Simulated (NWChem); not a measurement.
System: PbHOF, singlet; SMILES [OH][Pb][F]

NWChem input:

```
start job
memory heap 200 mb stack 900 mb global 1100 mb
geometry units angstroms noautoz
  Pb     0.291751     0.055623     0.000000
  F     -1.113682    -1.457731     0.000000
  O     -1.165205     1.557141     0.000000
  H     -2.051716     1.169437     0.000000
end
basis spherical
  * library def2-svp
end
ecp
  Pb library def2-ecp
end
dft
  xc mn15
  grid fine
  iterations 150
  mulliken
end
task dft gradient
```

Excerpt of the output:

```
             Northwest Computational Chemistry Package (NWChem) 7.3.0
             --------------------------------------------------------

 CS  symmetry detected

                             Geometry "geometry" -> ""
                             -------------------------

 Output coordinates in angstroms (scale by  1.889725989 to convert to a.u.)

  No.       Tag          Charge          X              Y              Z
 ---- ---------------- ---------- -------------- -------------- --------------
    1 Pb                  82.0000     0.26355035     0.03971512     0.00000000
    2 F                    9.0000    -0.93211906    -1.64428515     0.00000000
    3 O                    8.0000    -1.37708867     1.33801428     0.00000000
    4 H                    1.0000    -2.20534826     0.83781213     0.00000000

 Effective nuclear repulsion energy (a.u.)     390.4556150808

      Symmetry information
      --------------------

 Group name             Cs
 Group number              2
 Group order               2
 No. of unique centers     4

                                 NWChem DFT Module
                                 -----------------

 Summary of "ao basis" -> "ao basis" (spherical)
 ------------------------------------------------------------------------------
       Tag                 Description            Shells   Functions and Types
 ---------------- ------------------------------  ------  ---------------------
 Pb                         def2-svp                10       26   4s4p2d
 F                          def2-svp                 6       14   3s2p1d
 O                          def2-svp                 6       14   3s2p1d
 H                          def2-svp                 3        5   2s1p

      Symmetry analysis of basis
      --------------------------

        a'         42
        a"         17

            General Information
            -------------------
          SCF calculation type: DFT
          Wavefunction type:  closed shell.
          No. of atoms     :     4
          No. of electrons :    40
           Alpha electrons :    20
            Beta electrons :    20
          Charge           :     0
          Spin multiplicity:     1
          Use of symmetry is: on ; symmetry adaption is: on
          Maximum number of iterations: 150
          AO basis - number of functions:    59
                     number of shells:    25
          Convergence on energy requested:  1.00D-06
          Convergence on density requested:  1.00D-05
          Convergence on gradient requested:  5.00D-04

              XC Information
              --------------
                         MN15 Method XC Functional
                     Hartree-Fock (Exact) Exchange  0.440
                          MN15 Exchange Functional  1.000
                        MN15 Correlation Potential  1.000

             Grid Information
             ----------------
          Grid used for XC integration:  fine
          Radial quadrature: Mura-Knowles
          Angular quadrature: Lebedev.
          Tag              B.-S. Rad. Rad. Pts. Rad. Cut. Ang. Pts.
          ---              ---------- --------- --------- ---------
          Pb                  1.80      141           9.0       974
          F                   0.50       70           8.0       590
          O                   0.60       70           8.0       590
          H                   0.35       60          10.0       590
          Grid pruning is: on
          Number of quadrature shells:   341
          Spatial weights used:  Erf1

      Superposition of Atomic Density Guess
      -------------------------------------

 Sum of atomic energies:        -393.84303752

      Non-variational initial energy
      ------------------------------

 Total energy =    -366.183254
 1-e energy   =    -814.559761
 2-e energy   =     329.923823
 HOMO         =      -0.369336
 LUMO         =      -0.041374

      Symmetry analysis of molecular orbitals - initial
      -------------------------------------------------

  Numbering of irreducible representations:

     1 a'          2 a"

  Orbital symmetries:

     1 a'          2 a'          3 a'          4 a'          5 a'
     6 a"          7 a'          8 a'          9 a'         10 a'
    11 a"         12 a"         13 a'         14 a'         15 a'
    16 a'         17 a"         18 a'         19 a"         20 a'
    21 a"         22 a'         23 a'         24 a'         25 a'
    26 a"         27 a'         28 a'         29 a"         30 a"

     ---------------------------------------------
      Total Density - Mulliken Population Analysis
     ---------------------------------------------

    Atom       Charge   Shell Charges
 -----------   ------   -------------------------------------------------------
    1 Pb  22    20.49   2.99 -0.94  1.20  0.71  3.38  2.60  0.35  0.14  9.75  0.30
    2 F    9     9.81   1.99  1.16  0.81  3.59  2.25  0.00
    3 O    8     9.03   1.99  1.12  0.70  3.13  2.09  0.00
    4 H    1     0.67   0.53  0.08  0.06

   convergence    iter        energy       DeltaE   RMS-Dens  Diis-err
 ---------------- ----- ----------------- --------- --------- ---------
 d= 0,ls=0.0,diis     1   -367.7319978509 -4.86D+02  3.60D-02  1.40D+00
 d= 0,ls=0.0,diis     2   -367.2868784761  4.45D-01  2.17D-02  5.85D+00
 d= 0,ls=0.0,diis     3   -367.8893930504 -6.03D-01  3.90D-03  4.50D-02
 d= 0,ls=0.0,diis     4   -367.8899643592 -5.71D-04  1.82D-03  4.77D-02
 d= 0,ls=0.0,diis     5   -367.8943385429 -4.37D-03  2.56D-04  5.18D-04
  Resetting Diis
 d= 0,ls=0.0,diis     6   -367.8943883618 -4.98D-05  6.73D-05  6.26D-06
 d= 0,ls=0.0,diis     7   -367.8943894292 -1.07D-06  1.89D-05  4.73D-07
 d= 0,ls=0.0,diis     8   -367.8943894767 -4.75D-08  8.47D-06  4.80D-07

         Total DFT energy =     -367.894389476680
      One electron energy =     -817.015462562634
           Coulomb energy =      365.629169047101
    Exchange-Corr. energy =      -34.960779134729
 Nuclear repulsion energy =      118.452683173582

 Numeric. integr. density =       40.000000387200

                  Occupations of the irreducible representations
                  ----------------------------------------------

                     irrep           alpha         beta
                     --------     --------     --------
                     a'               15.0         15.0
                     a"                5.0          5.0

                       DFT Final Molecular Orbital Analysis
                       ------------------------------------

 Vector   18  Occ=2.000000D+00  E=-3.630911D-01  Symmetry=a'
              MO Center= -6.8D-01, -6.4D-01, -3.0D-16, r^2= 3.0D+00
   Bfn.  Coefficient  Atom+Function         Bfn.  Coefficient  Atom+Function
  ----- ------------  ---------------      ----- ------------  ---------------
    31      0.478316  2 F  py                34     -0.340170  2 F  py
     3      0.301406  1 Pb s                 45     -0.250404  3 O  py
    30      0.221715  2 F  px                 1     -0.215585  1 Pb s
    12      0.190986  1 Pb py                 4      0.175508  1 Pb s
    48     -0.170676  3 O  py                33     -0.159154  2 F  px

 Vector   19  Occ=2.000000D+00  E=-3.286582D-01  Symmetry=a"
              MO Center= -1.3D+00,  1.1D+00,  3.4D-15, r^2= 1.3D+00
   Bfn.  Coefficient  Atom+Function         Bfn.  Coefficient  Atom+Function
  ----- ------------  ---------------      ----- ------------  ---------------
    46      0.593394  3 O  pz                49      0.451405  3 O  pz
    32      0.152083  2 F  pz                13      0.127906  1 Pb pz
    35     -0.116095  2 F  pz                16      0.098268  1 Pb pz
    18     -0.078840  1 Pb d -1              20     -0.063960  1 Pb d  1
    23      0.047724  1 Pb d -1              10     -0.046721  1 Pb pz

 Vector   20  Occ=2.000000D+00  E=-3.196337D-01  Symmetry=a'
              MO Center= -6.9D-01,  6.2D-01, -4.1D-15, r^2= 3.1D+00
   Bfn.  Coefficient  Atom+Function         Bfn.  Coefficient  Atom+Function
  ----- ------------  ---------------      ----- ------------  ---------------
    45      0.434365  3 O  py                48      0.336530  3 O  py
     3      0.289089  1 Pb s                 11      0.287232  1 Pb px
    44     -0.249697  3 O  px                30      0.240996  2 F  px
     4      0.205988  1 Pb s                  1     -0.203030  1 Pb s
    33     -0.175803  2 F  px                47     -0.170611  3 O  px

 Vector   21  Occ=0.000000D+00  E=-6.642127D-02  Symmetry=a"
              MO Center=  2.2D-01,  7.6D-02, -1.3D-15, r^2= 3.5D+00
   Bfn.  Coefficient  Atom+Function         Bfn.  Coefficient  Atom+Function
  ----- ------------  ---------------      ----- ------------  ---------------
    13      0.592102  1 Pb pz                16      0.534317  1 Pb pz
    46     -0.208243  3 O  pz                10     -0.198814  1 Pb pz
     7     -0.194235  1 Pb pz                49     -0.189967  3 O  pz
    32      0.161082  2 F  pz                35     -0.136545  2 F  pz
    25     -0.061838  1 Pb d  1              20      0.057841  1 Pb d  1

[...]

                         DFT ENERGY GRADIENTS

    atom               coordinates                        gradient
                 x          y          z           x          y          z
   1 Pb      0.498038   0.075051   0.000000    0.003113  -0.000444   0.000000
   2 F      -1.761450  -3.107248   0.000000   -0.000920  -0.002274   0.000000
   3 O      -2.602320   2.528480   0.000000   -0.005418   0.001298   0.000000
   4 H      -4.167504   1.583235   0.000000    0.003225   0.001421   0.000000
```

Level: MN15/def2-SVP with def2 effective core potentials on Pb. Low-valent species are run as closed-shell singlets; no triplet was tried in these runs. Geometry: optimised at PBE0/def2-SVP. def2 effective core potentials on Pb; no spin-orbit coupling.
